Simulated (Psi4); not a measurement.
A dimer, CH2O2 ··· H4Si (SMILES O=CO and [SiH4]); the first 5 atoms form monomer A.

```
10

O      0.8133    -0.5321    -0.0667
C     -0.4205    -0.0108     0.0417
O     -0.6784     1.1578     0.0369
H      1.4404     0.2060    -0.1473
H     -1.1548    -0.8208     0.1354
Si     1.2970     2.9325    -1.7089
H      1.8510     1.5806    -1.9473
H      1.4335     3.2760    -0.2755
H     -0.1340     2.9532    -2.0872
H      2.0376     3.9203    -2.5258
```

What interaction energy does SAPT0/jun-cc-pVDZ, frozen core run with Psi4 1.11 give, and which attractive term is the largest?

Total -0.63 kcal/mol: electrostatics -2.59, exchange 4.95, induction -1.05, dispersion -1.94. The most attractive term is electrostatics.
